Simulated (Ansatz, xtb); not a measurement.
## Ligand exchange: BrF + NaI → IBr + NaF

Species: BrF, singlet; NaI (Sodium Iodide), singlet; IBr, singlet; NaF, singlet. The partners trade F for I: Br–F and Na–I bonds give way to Br–I and Na–F.

Shapes, held fixed at every level: PBE0-D4/def2-TZVP. Programs: Ansatz 0.2.0, xtb 6.7.1. The zero-point and thermal change to 298 K, harmonic and unscaled (PBE0-D4/def2-TZVP), is -0.7 kJ/mol.

Task: Estimate ΔH(298 K) of this reaction.

Result: The highest level, CCSD(T)/def2-TZVPP, gives ΔH(298 K) = -86.6 kJ/mol; the levels span -173.3 to -77.9. GFN1-xTB strays far from the other rows. The column of differences is taken from that level and isn't an error. No measured value is set beside it here. For atoms past krypton def2 sets carry core potentials with scalar relativity. Relativity is left out for Br. Outer-core shells of Br, I, Na are correlated, in sets that cover them unevenly. Times are processor times on shared x86 and Arm servers, and rough.

| level | kind | ΔH(298 K) (kJ/mol) | less CCSD(T)/def2-TZVPP | CPU time (sum over the molecules) |
| --- | --- | --- | --- | --- |
| GFN1-xTB | semi-empirical | -173.3 | -86.7 | 0.26 s |
| PBE-D4/def2-TZVPP | GGA | -94.3 | -7.7 | 5.4 s |
| BHLYP-D4/def2-TZVPP | global hybrid | -90.6 | -4.0 | 5.8 s |
| PBE0-D4/def2-TZVPP | global hybrid | -89.6 | -3.0 | 5.1 s |
| B2PLYP/def2-TZVPP | double hybrid | -92.4 | -5.8 | 9.6 s |
| MP2/def2-SVP | perturbation theory | -83.2 | +3.4 | – |
| CCSD/def2-SVP | coupled cluster or CI | -77.9 | +8.7 | – |
| CCSD(T)/def2-TZVPP | coupled cluster or CI | -86.6 | 0.0 | 15 s |
